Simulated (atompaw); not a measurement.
# Reading a pseudo-wave (sulfur)

Columns: radius, all-electron u(r) and pseudo u(r) of the 3s shell (level -17.19 eV) of sulfur in the configuration [Ne] 3s2 3p4; PBEsol, scalar-relativistic, PAW (atompaw) scheme, atompaw 4.2.0.5.

```json
{"r (bohr)": "0.062", "all-electron": "0.2088", "pseudo": "0.0638"}
{"r (bohr)": "0.123", "all-electron": "0.0227", "pseudo": "0.1261"}
{"r (bohr)": "0.185", "all-electron": "-0.1994", "pseudo": "0.1887"}
{"r (bohr)": "0.246", "all-electron": "-0.3460", "pseudo": "0.2491"}
{"r (bohr)": "0.308", "all-electron": "-0.4057", "pseudo": "0.3089"}
{"r (bohr)": "0.369", "all-electron": "-0.3907", "pseudo": "0.3658"}
{"r (bohr)": "0.431", "all-electron": "-0.3214", "pseudo": "0.4214"}
{"r (bohr)": "0.492", "all-electron": "-0.2196", "pseudo": "0.4737"}
{"r (bohr)": "0.554", "all-electron": "-0.0975", "pseudo": "0.5239"}
{"r (bohr)": "0.615", "all-electron": "0.0294", "pseudo": "0.5703"}
{"r (bohr)": "0.677", "all-electron": "0.1569", "pseudo": "0.6142"}
{"r (bohr)": "0.738", "all-electron": "0.2756", "pseudo": "0.6539"}
{"r (bohr)": "0.800", "all-electron": "0.3859", "pseudo": "0.6907"}
{"r (bohr)": "0.862", "all-electron": "0.4841", "pseudo": "0.7237"}
{"r (bohr)": "0.923", "all-electron": "0.5680", "pseudo": "0.7523"}
{"r (bohr)": "0.985", "all-electron": "0.6405", "pseudo": "0.7776"}
{"r (bohr)": "1.046", "all-electron": "0.6996", "pseudo": "0.7986"}
{"r (bohr)": "1.108", "all-electron": "0.7477", "pseudo": "0.8160"}
{"r (bohr)": "1.169", "all-electron": "0.7841", "pseudo": "0.8292"}
{"r (bohr)": "1.231", "all-electron": "0.8109", "pseudo": "0.8387"}
{"r (bohr)": "1.292", "all-electron": "0.8284", "pseudo": "0.8443"}
{"r (bohr)": "1.354", "all-electron": "0.8382", "pseudo": "0.8461"}
{"r (bohr)": "1.415", "all-electron": "0.8408", "pseudo": "0.8442"}
{"r (bohr)": "1.477", "all-electron": "0.8375", "pseudo": "0.8385"}
{"r (bohr)": "1.538", "all-electron": "0.8292", "pseudo": "0.8293"}
{"r (bohr)": "1.600", "all-electron": "0.8164", "pseudo": "0.8164"}
```

Q: How many radial nodes do the two functions have?

A: The all-electron 3s function has n − l − 1 = 2; the pseudo-wave has 0, since the states of the same l below it are removed with the core.

Q: Is the pseudo-wave norm-conserving?

A: No, it belongs to a PAW set: the norm inside the radius is not constrained, and the difference is carried by the augmentation charge.
